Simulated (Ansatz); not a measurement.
## Nudged elastic band run: C₃H₁₂OSi₂

input.yaml

```yaml
crystal:
  periodic: [false, false, false]
  atoms:
    - { symbol: C, position_ang: [-0.727722, -1.885913, 0.521464] }
    - { symbol: C, position_ang: [0.150358, -0.751843, -0.107359] }
    - { symbol: Si, position_ang: [1.830715, -0.6698, 0.750575] }
    - { symbol: Si, position_ang: [-0.775063, 0.904883, -0.112482] }
    - { symbol: C, position_ang: [0.161623, 2.212731, -1.075849] }
    - { symbol: O, position_ang: [-2.30578, 0.788414, -0.884508] }
    - { symbol: H, position_ang: [-0.216448, -2.861216, 0.478343] }
    - { symbol: H, position_ang: [-0.957195, -1.679837, 1.579752] }
    - { symbol: H, position_ang: [-1.686266, -1.998118, -0.012486] }
    - { symbol: H, position_ang: [0.333638, -1.031621, -1.156925] }
    - { symbol: H, position_ang: [1.667224, -0.297656, 2.136906] }
    - { symbol: H, position_ang: [2.485306, -1.957132, 0.696283] }
    - { symbol: H, position_ang: [2.683251, 0.306814, 0.112849] }
    - { symbol: H, position_ang: [-0.928904, 1.32936, 1.270137] }
    - { symbol: H, position_ang: [0.318607, 1.907304, -2.117808] }
    - { symbol: H, position_ang: [1.14665, 2.409439, -0.634566] }
    - { symbol: H, position_ang: [-0.391772, 3.160056, -1.088692] }
    - { symbol: H, position_ang: [-2.825722, 0.125534, -0.303635] }
basis:
  gaussian: { orbitals: STO-3G }
hamiltonian:
  xc: b3lyp
neb:
  order_check: false
  images: 5
  f_tol: 0.05
  max_iterations: 60
  initial_path: idpp
  final_atoms:
    - { symbol: C, position_ang: [-0.70619609, -1.89307299, 0.52722826] }
    - { symbol: C, position_ang: [0.1712859, -0.75096526, -0.08817948] }
    - { symbol: Si, position_ang: [1.81393777, -0.61407962, 0.83357003] }
    - { symbol: Si, position_ang: [-0.79030102, 0.88331966, -0.16065429] }
    - { symbol: C, position_ang: [0.15630925, 2.19857211, -1.10416643] }
    - { symbol: O, position_ang: [-2.28258055, 0.71862856, -0.99604026] }
    - { symbol: H, position_ang: [-0.17152452, -2.85679728, 0.52696798] }
    - { symbol: H, position_ang: [-0.98564006, -1.67069175, 1.57012325] }
    - { symbol: H, position_ang: [-1.63813172, -2.03869274, -0.04431719] }
    - { symbol: H, position_ang: [0.40227779, -1.04557868, -1.12421572] }
    - { symbol: H, position_ang: [1.58927704, -0.20751075, 2.20178361] }
    - { symbol: H, position_ang: [2.49266444, -1.89017917, 0.84068184] }
    - { symbol: H, position_ang: [2.67451835, 0.36018613, 0.20258665] }
    - { symbol: H, position_ang: [-1.01374886, 1.32525408, 1.20701044] }
    - { symbol: H, position_ang: [-0.42036454, 3.13047874, -1.15969757] }
    - { symbol: H, position_ang: [0.36964654, 1.87988607, -2.13221963] }
    - { symbol: H, position_ang: [1.11431219, 2.42901024, -0.62128862] }
    - { symbol: H, position_ang: [-2.81324191, 0.05363164, -0.42717386] }
```

Command:

```bash
$ ansatz run input.yaml --threads 1 --pin off --max-ram 2048MiB --backend cpu --events-out ev --progress --plain --runs-dir out
```

Output, in part (warnings, iteration lines, the closing report on the highest movable image, with atoms numbered from 0):

```
NEB end point (image 0): max|allowed force component| = 7.609e-3 eV/Å (the criterion of neb.relax_end_points is 1.000e-2)
NEB end point (image 6): max|allowed force component| = 7.600e-3 eV/Å (the criterion of neb.relax_end_points is 1.000e-2)
NEB iter   1: max|band force component| = 5.907e-1 eV/Å  barrier→ = 0.0794 eV  barrier← = 0.0794 eV  Δτ_max = 0.1037 Å  (154 SCF iters)
NEB iter   2: max|band force component| = 1.550e-1 eV/Å  barrier→ = 0.0284 eV  barrier← = 0.0284 eV  CI = image 3  Δτ_max = 0.0201 Å  (125 SCF iters)
NEB iter   3: max|band force component| = 5.298e-2 eV/Å  barrier→ = 0.0255 eV  barrier← = 0.0255 eV  CI = image 3  Δτ_max = 0.0055 Å  (99 SCF iters)
NEB iter   4: max|band force component| = 2.322e-2 eV/Å  barrier→ = 0.0254 eV  barrier← = 0.0254 eV  CI = image 3  Δτ_max = 0.0000 Å  (213 SCF iters)
Total energy: -20861.11773043 eV, -766.6319364199 hartree
Atom 0 at    -0.625227    -1.907714     0.576272 Å, force    -0.001441     0.004033    -0.004033 eV/Å
Atom 1 at     0.229619    -0.741736    -0.025881 Å, force    -0.001494    -0.003911     0.001941 eV/Å
Atom 2 at     1.769727    -0.444619     1.025925 Å, force     0.004420     0.004604     0.000509 eV/Å
Atom 3 at    -0.821793     0.818942    -0.273037 Å, force    -0.019507    -0.016630    -0.002256 eV/Å
Atom 4 at     0.109220     2.145785    -1.223267 Å, force     0.005863     0.011907    -0.005251 eV/Å
Atom 5 at    -2.223388     0.509756    -1.218411 Å, force     0.013306     0.002443     0.013426 eV/Å
Atom 6 at    -0.033259    -2.832023     0.675823 Å, force     0.000846     0.000824    -0.000410 eV/Å
Atom 7 at    -1.009226    -1.651851     1.577441 Å, force    -0.000371    -0.000345    -0.000256 eV/Å
Atom 8 at    -1.491972    -2.144518    -0.063341 Å, force    -0.001255    -0.001361     0.000324 eV/Å
Atom 9 at     0.571069    -1.071987    -1.019896 Å, force     0.000809    -0.000558    -0.000016 eV/Å
Atom 10 at     1.396283     0.011060     2.344916 Å, force    -0.000302    -0.001355     0.000601 eV/Å
Atom 11 at     2.528038    -1.667401     1.161252 Å, force    -0.000323     0.000196     0.000240 eV/Å
Atom 12 at     2.616956     0.556209     0.419412 Å, force    -0.002051     0.001103    -0.001416 eV/Å
Atom 13 at    -1.194682     1.306299     1.045815 Å, force     0.001385     0.002880     0.000355 eV/Å
Atom 14 at    -0.406837     2.368597    -2.165927 Å, force    -0.002248    -0.000215    -0.000458 eV/Å
Atom 15 at     1.131326     1.835163    -1.471656 Å, force     0.002641    -0.003878     0.001023 eV/Å
Atom 16 at     0.176053     3.080903    -0.654010 Å, force    -0.000811    -0.001998    -0.000027 eV/Å
Atom 17 at    -2.759406    -0.159464    -0.659430 Å, force     0.000535     0.002262    -0.004296 eV/Å
Dipole moment:     0.022384    -0.124870     0.153581 e Å
```

The forces met the threshold. A vibrational analysis at the climbing image gives one clearly imaginary mode, 102i cm⁻¹: a first-order saddle point. Limits of this set-up: minimal basis.

Final band (atoms are numbered from 1 in the order of the input):

```json
{"image": "0", "path coordinate (Å)": "0.00", "energy (kcal/mol)": "0.0", "dihedral O6–Si4–C5–H16 (°)": "177"}
{"image": "1", "path coordinate (Å)": "0.59", "energy (kcal/mol)": "0.2", "dihedral O6–Si4–C5–H16 (°)": "-163"}
{"image": "2", "path coordinate (Å)": "1.19", "energy (kcal/mol)": "0.4", "dihedral O6–Si4–C5–H16 (°)": "-143"}
{"image": "3", "path coordinate (Å)": "1.78", "energy (kcal/mol)": "0.6", "dihedral O6–Si4–C5–H16 (°)": "-123"}
{"image": "4", "path coordinate (Å)": "2.39", "energy (kcal/mol)": "0.4", "dihedral O6–Si4–C5–H16 (°)": "-103"}
{"image": "5", "path coordinate (Å)": "2.99", "energy (kcal/mol)": "0.1", "dihedral O6–Si4–C5–H16 (°)": "-83"}
{"image": "6", "path coordinate (Å)": "3.59", "energy (kcal/mol)": "0.0", "dihedral O6–Si4–C5–H16 (°)": "-63"}
```

Run time: 2 min on 1 thread of Arm Neoverse V1, with other jobs on the host, peak memory 0.14 GiB.
